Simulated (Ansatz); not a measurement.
Consider the redistribution: `C[Se]C[SiH3]` + `[PH2][GeH2][SH]` → `C[Se]P` + `[SiH3][CH2][GeH2][SH]`.

Calculated with Ansatz (gas phase, PBE0-D4/def2-TZVP geometries, no zero-point term in ΔE). CCSD(T)/CBS adds triple-zeta CCSD(T) − MP2 to the extrapolated MP2 energy (def2 sets, frozen cores). DFT in def2-TZVPP. For Ge, Se outer-core shells are correlated without core-valence functions, which leaves a few kJ/mol of doubt a bond. Scalar relativity is left out up to krypton. Each species was taken in one conformer, which may not be the lowest.

| level | ΔE (kJ/mol) |
| --- | --- |
| PBE | -27.0 |
| r2SCAN | -31.0 |

Task: What does CCSD(T)/CBS give? (An estimate is asked.)

Result: Ansatz gave: -33.8 kJ/mol. The listed levels differ from it by 6.8, 2.8 kJ/mol.

Largest T1 diagnostic among the species: 0.012.

CCSD(T)/CBS has its own doubt, a few kJ/mol and more with outer-core shells, so smaller differences from it don't rank the levels.
